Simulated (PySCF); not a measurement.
An unknown gives this computed stick spectrum. Method: PySCF 2.14.0, density-fitted response routines, TDDFT wB97X-D/def2-SVPD, vertical, gas phase, core orbitals frozen in the response. Geometries: PBE0-D3(BJ)/def2-SVP, one conformer each.

```tsv
state	ν̃ (cm⁻¹)	f	main configurations (H = HOMO, L = LUMO)
S1	47850	0.308	H→L (86%)
S2	50330	0.0084	H→L+1 (76%), H→L+3 (10%)
S3	55100	0.017	H-1→L (23%), H→L+5 (18%), H→L+3 (17%)
S4	56300	0.0083	H→L+3 (64%)
S5	58280	0.0021	H→L+2 (41%), H→L+7 (13%), H→L+4 (10%)
S6	60210	0.019	H→L+6 (74%)
```

Orbital energies (eV): HOMO-3 -11.48, HOMO-2 -11.40, HOMO-1 -9.92, HOMO -8.06, LUMO 1.88, LUMO+1 2.08, LUMO+2 2.58.

Task: Which structure fits? All have the formula C5H8OSi.
A. `[SiH3]Cc1ccco1`
B. `COC1=CC=C[SiH2]1`
C. `[SiH3]OC1=CC=CC1`
D. `CC#C/C=C/O[SiH3]`
E. `C=CC#C[SiH2]OC`

Result: A. Its S1, at 5.93 eV, is the highest among the candidates; the nearest of the others has S1 at 5.41 eV. S1 is HOMO→LUMO (86%). Löwdin shares by element: HOMO carbon 76% or more (atoms not listed hold the other 24%); LUMO carbon 26% or more, silicon 17%, oxygen 12% (atoms not listed hold the other 45%). At the same level the other candidates give, for their lowest levels:
- `C=CC#C[SiH2]OC`: 5.14 eV (f 0.040); 5.31 eV (f 0.212); 5.47 eV (f 0.030); 6.86 eV (f 0.054); 7.04 eV (f 0.710); T1 3.36 eV; HOMO -9.02, LUMO 0.32 eV
- `COC1=CC=C[SiH2]1`: 4.09 eV (f 0.095); 5.89 eV (f 0.000); 6.00 eV (f 0.005); 6.05 eV (f 0.001); 6.62 eV (f 0.005); T1 2.60 eV; HOMO -7.83, LUMO 0.55 eV
- `CC#C/C=C/O[SiH3]`: 5.41 eV (f 0.423); 5.61 eV (f 0.000); 5.77 eV (f 0.001); 6.09 eV (f 0.001); 6.39 eV (f 0.000); T1 3.44 eV; HOMO -7.93, LUMO 1.41 eV
- `[SiH3]OC1=CC=CC1`: 4.75 eV (f 0.125); 5.59 eV (f 0.000); 6.11 eV (f 0.001); 6.73 eV (f 0.013); 6.77 eV (f 0.011); T1 2.98 eV; HOMO -7.58, LUMO 1.40 eV

Conformer computed: `[SiH3:1][CH2:2][c:3]1[cH:4][cH:5][cH:6][o:7]1`: Si1–C2–C3–C4 102°.
Triplets come from the Tamm–Dancoff approximation.
